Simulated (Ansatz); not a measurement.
Ligand exchange: GaH(CH3)(NH2) + Cd(CH3)(NH2) → GaH(NH2)2 + Cd(CH3)2

Species: GaH(CH3)(NH2), singlet; Cd(CH3)(NH2), singlet; GaH(NH2)2, singlet; Cd(CH3)2 (dimethylcadmium), singlet. The partners trade CH3 for NH2: Ga–CH3 and Cd–NH2 bonds give way to Ga–NH2 and Cd–CH3.

Shapes, held fixed at every level: PBE0-D4/def2-TZVP. Programs: Ansatz 0.2.0. Electronic energies: no zero-point or thermal term.

```csv
level,kind,ΔE (kJ/mol),less CCSD(T)/def2-TZVPP,CPU time (sum over the molecules)
HF/def2-TZVPP,Hartree–Fock,-37.9,-5.6,–
B3LYP-D4/def2-TZVPP,global hybrid,-29.6,+2.7,29 s
PBE0-D4/def2-TZVPP,global hybrid,-30.2,+2.1,21 s
wB97X-V/def2-TZVPP,range-separated hybrid,-31.0,+1.3,56 s
B2PLYP/def2-TZVPP,double hybrid,-30.8,+1.5,37 s
MP2/def2-SVP,perturbation theory,-35.9,-3.6,–
CCSD(T)/def2-TZVPP,coupled cluster or CI,-32.3,0.0,10 min
```

The highest level, CCSD(T)/def2-TZVPP, gives ΔE = -32.3 kJ/mol; the levels span -37.9 to -29.6. The column of differences is taken from that level and isn't an error. No measured value is set beside it here. For atoms past krypton def2 sets carry core potentials with scalar relativity. Relativity is left out for Ga unless named. Correlated rows may include outer-core shells of Cd, Ga, which these sets cover unevenly. Times are processor times on shared x86 and Arm servers, and rough.
